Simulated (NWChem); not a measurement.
System: AlH3SO; SMILES [OH][AlH][SH]

Here is an NWChem input.

```
start job
memory heap 200 mb stack 900 mb global 1100 mb
geometry units angstroms noautoz
  Al    -0.472008    -0.588718     0.000000
  H     -1.994564    -1.007173     0.000000
  O      0.813503    -1.703448     0.000000
  H      0.747019    -2.659271     0.000000
  S      0.099651     1.513444     0.000000
  H      1.419724     1.218308     0.000000
end
basis spherical
  * library def2-svp
end
dft
  xc xpbe96 cpbe96
  grid xfine
  iterations 150
  mulliken
end
task dft gradient
```

NWChem printed, in part:

```
             Northwest Computational Chemistry Package (NWChem) 7.3.0
             --------------------------------------------------------

 CS  symmetry detected

                             Geometry "geometry" -> ""
                             -------------------------

 Output coordinates in angstroms (scale by  1.889725989 to convert to a.u.)

  No.       Tag          Charge          X              Y              Z
 ---- ---------------- ---------- -------------- -------------- --------------
    1 Al                  13.0000    -0.56665667    -0.56219545     0.00000000
    2 H                    1.0000    -2.11499804    -0.87190556     0.00000000
    3 O                    8.0000     0.63678488    -1.76506283     0.00000000
    4 H                    1.0000     0.50285806    -2.71378899     0.00000000
    5 S                   16.0000     0.15226513     1.49426524     0.00000000
    6 H                    1.0000     1.44815542     1.10649422     0.00000000

 Effective nuclear repulsion energy (a.u.)     131.8527891345

      Symmetry information
      --------------------

 Group name             Cs
 Group number              2
 Group order               2
 No. of unique centers     6

  pbe96 is a nonlocal functional; adding pw91lda local functional.

                                 NWChem DFT Module
                                 -----------------

 Summary of "ao basis" -> "ao basis" (spherical)
 ------------------------------------------------------------------------------
       Tag                 Description            Shells   Functions and Types
 ---------------- ------------------------------  ------  ---------------------
 Al                         def2-svp                 8       18   4s3p1d
 H                          def2-svp                 3        5   2s1p
 O                          def2-svp                 6       14   3s2p1d
 S                          def2-svp                 8       18   4s3p1d

      Symmetry analysis of basis
      --------------------------

        a'         48
        a"         17

            General Information
            -------------------
          SCF calculation type: DFT
          Wavefunction type:  closed shell.
          No. of atoms     :     6
          No. of electrons :    40
           Alpha electrons :    20
            Beta electrons :    20
          Charge           :     0
          Spin multiplicity:     1
          Use of symmetry is: on ; symmetry adaption is: on
          Maximum number of iterations: 150
          AO basis - number of functions:    65
                     number of shells:    31
          Convergence on energy requested:  1.00D-06
          Convergence on density requested:  1.00D-05
          Convergence on gradient requested:  5.00D-04

              XC Information
              --------------
          PerdewBurkeErnzerhof Exchange Functional  1.000
            Perdew 1991 LDA Correlation Functional  1.000 local
           PerdewBurkeErnz. Correlation Functional  1.000 non-local

             Grid Information
             ----------------
          Grid used for XC integration:  xfine
          Radial quadrature: Mura-Knowles
          Angular quadrature: Lebedev.
          Tag              B.-S. Rad. Rad. Pts. Rad. Cut. Ang. Pts.
          ---              ---------- --------- --------- ---------
          Al                  1.25      125          10.0      1454
          H                   0.35      100          11.0      1202
          O                   0.60      100          10.0      1454
          S                   1.00      125          12.0      1454
          Grid pruning is: on
          Number of quadrature shells:   650
          Spatial weights used:  Erf1

      Superposition of Atomic Density Guess
      -------------------------------------

 Sum of atomic energies:        -715.32772656

      Non-variational initial energy
      ------------------------------

 Total energy =    -715.909739
 1-e energy   =   -1252.577095
 2-e energy   =     404.814567
 HOMO         =      -0.337374
 LUMO         =       0.018330

      Symmetry analysis of molecular orbitals - initial
      -------------------------------------------------

  Numbering of irreducible representations:

     1 a'          2 a"

  Orbital symmetries:

     1 a'          2 a'          3 a'          4 a'          5 a'
     6 a'          7 a"          8 a'          9 a'         10 a'
    11 a"         12 a'         13 a'         14 a'         15 a'
    16 a'         17 a"         18 a'         19 a'         20 a"
    21 a'         22 a"         23 a'         24 a'         25 a'
    26 a'         27 a'         28 a'         29 a"         30 a'

     ---------------------------------------------
      Total Density - Mulliken Population Analysis
     ---------------------------------------------

    Atom       Charge   Shell Charges
 -----------   ------   -------------------------------------------------------
    1 Al  13    11.95   2.00  1.99  0.82  0.15  5.93  0.56  0.33  0.17
    2 H    1     1.17   0.68  0.48  0.01
    3 O    8     8.90   1.99  1.11  0.64  3.16  2.00  0.00
    4 H    1     0.65   0.52  0.07  0.06
    5 S   16    16.55   2.00  1.99  1.21  0.63  5.94  1.84  2.92  0.02
    6 H    1     0.78   0.57  0.18  0.03

[...]

                         DFT ENERGY GRADIENTS

    atom               coordinates                        gradient
                 x          y          z           x          y          z
   1 Al     -1.070826  -1.062395   0.000000    0.003996  -0.001781   0.000000
   2 H      -3.996767  -1.647663   0.000000    0.003222   0.000308   0.000000
   3 O       1.203349  -3.335485   0.000000   -0.007838  -0.005103   0.000000
   4 H       0.950264  -5.128318   0.000000    0.001802   0.010578   0.000000
   5 S       0.287739   2.823752   0.000000    0.004152  -0.005835   0.000000
   6 H       2.736617   2.090971   0.000000   -0.005334   0.001832   0.000000
```

Level: PBE/def2-SVP. Structure relaxed at the PBE0/def2-SVP level.
